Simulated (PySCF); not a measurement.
PySCF 2.14 output of an unrestricted M06-2X calculation on a single atom or ion in aug-cc-pV5Z-PP with ECP28MDF (8s8p6d4f3g2h, 139 functions), with scalar relativity through the core potential:

```
SCF conv_tol = 1e-09
number electrons alpha = 13  beta = 10
    Y. Zhao and D. G. Truhlar.,  Theor. Chem. Acc. 120, 215 (2008)
    Y. Zhao and D. G. Truhlar.,  Theor. Chem. Acc. 120, 215 (2008)
cycle= 1 E= -267.236386958451  delta_E= -0.00918  |g|= 0.0313  |ddm|= 1.64
cycle= 2 E= -267.237734008899  delta_E= -0.00135  |g|= 0.0129  |ddm|= 0.416
cycle= 3 E= -267.238046661894  delta_E= -0.000313  |g|= 0.0063  |ddm|= 0.179
cycle= 4 E= -267.238162485199  delta_E= -0.000116  |g|= 0.00203  |ddm|= 0.153
cycle= 5 E= -267.238182006398  delta_E= -1.95e-05  |g|= 0.000544  |ddm|= 0.0778
cycle= 6 E= -267.238183803304  delta_E= -1.8e-06  |g|= 0.000185  |ddm|= 0.0234
cycle= 7 E= -267.238184072542  delta_E= -2.69e-07  |g|= 2.36e-05  |ddm|= 0.0137
cycle= 8 E= -267.238184075203  delta_E= -2.66e-09  |g|= 4.87e-06  |ddm|= 0.0018
cycle= 9 E= -267.238184075264  delta_E= -6.17e-11  |g|= 4.87e-07  |ddm|= 0.000217
converged SCF energy = -267.238184075264  <S^2> = 3.7553124  2S+1 = 4.0026553
```

The run itself started from symmetry-adapted Hartree-Fock orbitals and held the occupation by maximum overlap, on a logarithmic radial grid, so the iterations belong to that start.

Question: Which element, charge and spin multiplicity is this?

Answer: Te⁺ (tellurium, charge +1), multiplicity 4; the state was [Kr] 4d10 5s2 5p2 6s1, high-spin 4P determinant (an excited configuration).

Energies and moments cover only the electrons outside the core potential. The outer electron is Rydberg-like, and this basis confines it to a smaller radius and binds it less than a complete one would.
